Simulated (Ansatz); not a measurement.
```xyz
12

B     1.3707    1.3460   -1.4120
Si   -0.1714    0.1971   -0.8305
C    -0.1765   -0.2351    1.0063
N    -1.2636   -1.1471    1.3350
H     2.2975    1.6075   -0.7007
H     1.4023    1.7837   -2.5253
H    -1.4685    0.8222   -1.2184
H    -0.0570   -1.0773   -1.6125
H     0.8297   -0.5936    1.2809
H    -0.3233    0.7014    1.5565
H    -1.2506   -1.3989    2.3156
H    -1.1894   -2.0059    0.8050
```

Total charge 0; spin multiplicity 1.

List the PBE0/def2-TZVPP orbital energies in eV (Ansatz). (An estimate is asked.)

Ansatz gave: Occupied: -1801.93, -390.92, -278.55, -185.05, -144.33, -98.99, -98.98, -98.96, -24.63, -18.55, -15.16, -13.91, -12.88, -12.63, -11.40, -10.05, -9.35, -8.75, -8.20, -6.88. Lowest empty: -2.34, 0.77, 1.17, 1.78, 2.14, 2.41, 2.49, 2.74.
